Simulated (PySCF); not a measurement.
**Working out the ionisation energy of As**

As [Ar] 3d10 4s2 4p3 (4S) → As⁺ [Ar] 3d10 4s2 4p2 (3P). Calculation: PySCF 2.14, in 6-31G* (5s4p3d, 32 functions); the non-relativistic Hamiltonian (point nucleus). Frozen: [Ar] 3d10. Energies in hartree (1 hartree = 27.21139 eV):

| part | As (lower) | As⁺ (upper) |
| --- | --- | --- |
| UHF | -2233.902271 | -2233.554627 |
| CCSD correlation | -0.068009 | -0.058681 |
| (T) | -0.000813 | -0.000670 |

**Question.** What does Hartree-Fock give?

**Answer.** (-2233.554627) − (-2233.902271) = 0.347644 hartree = 9.460 eV.

**Question.** What do CCSD and CCSD(T) give?

**Answer.** The CCSD correlation energies differ by 0.009328 hartree = 0.254 eV and the triples by 0.000143 hartree = 0.004 eV, so CCSD gives 9.714 eV and CCSD(T) 9.718 eV.

Measured between the centres of the two terms (NIST): 10.008 eV, so CCSD(T) (valence) is off by -0.290 eV.

The calculation is non-relativistic.

What remains against the reference includes basis incompleteness, the frozen core and higher excitations.
